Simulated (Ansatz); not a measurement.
RuF₃, 4 atoms. Hardware: 4 threads of Arm Neoverse V2 on a shared host.

In the def2 sets Ru takes a core potential; there is no spin–orbit coupling.

(1) How many basis functions does each of these Ansatz runs have, and roughly what does it cost? PBE with 50 % exact exchange/def2-TZVP, charge 0 quartet, energy, from earlier orbitals; PBE-D4/def2-SVP, charge 0 doublet, energy, from earlier orbitals; PBE-D4/def2-TZVPD, charge -1 triplet at the geometry of the charge 0 doublet, energy, from earlier orbitals; PBE0-D4/def2-SVP, charge 0 doublet, energy, from earlier orbitals; BHLYP-D4/def2-TZVP, charge 0 quartet, energy, from earlier orbitals; PBE-D4/def2-TZVP, charge 0 doublet, energy, from earlier orbitals; r2SCAN-D4/def2-TZVPD, charge 0 doublet, energy, from earlier orbitals; r2SCAN-D4/def2-TZVP, charge 1 triplet at the geometry of the charge 0 doublet, energy, from earlier orbitals; PBE0-D4/def2-TZVP, charge 1 triplet at the geometry of the charge 0 doublet, energy; PBE0-D4/def2-TZVP, charge 0 quartet, relaxation, 12 steps; PBE-D4/def2-TZVP, charge 0 quartet, energy, from earlier orbitals; PBE0-D4/def2-SVP, charge 1 singlet at the geometry of the charge 0 doublet, energy with a search over starts.

## Answers

(1) Other jobs shared the machine, so times can vary by a factor of up to 3. A dash marks memory too small to be measured apart from the calling script's.

| run | functions | fitting or Cholesky vectors | wall time | peak host memory (GiB) |
| --- | --- | --- | --- | --- |
| PBE0-D4/def2-SVP, charge 1 singlet at the geometry of the charge 0 doublet, energy with a search over starts | 73 | 710 | 1.4 s | – |
| PBE0-D4/def2-SVP, charge 0 doublet, energy, from earlier orbitals | 73 | 710 | 2.2 s | – |
| PBE-D4/def2-TZVP, charge 0 quartet, energy, from earlier orbitals | 133 | 822 | 3.4 s | – |
| PBE with 50 % exact exchange/def2-TZVP, charge 0 quartet, energy, from earlier orbitals | 133 | 970 | 4.1 s | – |
| BHLYP-D4/def2-TZVP, charge 0 quartet, energy, from earlier orbitals | 133 | 970 | 4.3 s | – |
| PBE0-D4/def2-TZVP, charge 1 triplet at the geometry of the charge 0 doublet, energy | 133 | 846 | 4.9 s | – |
| PBE-D4/def2-SVP, charge 0 doublet, energy, from earlier orbitals | 73 | 743 | 5.5 s | – |
| PBE-D4/def2-TZVP, charge 0 doublet, energy, from earlier orbitals | 133 | 822 | 7.5 s | – |
| PBE-D4/def2-TZVPD, charge -1 triplet at the geometry of the charge 0 doublet, energy, from earlier orbitals | 160 | 945 | 9 s | – |
| r2SCAN-D4/def2-TZVPD, charge 0 doublet, energy, from earlier orbitals | 160 | 945 | 12 s | – |
| r2SCAN-D4/def2-TZVP, charge 1 triplet at the geometry of the charge 0 doublet, energy, from earlier orbitals | 133 | 822 | 14 s | – |
| PBE0-D4/def2-TZVP, charge 0 quartet, relaxation, 12 steps | 133 | 846 | 32 s | – |
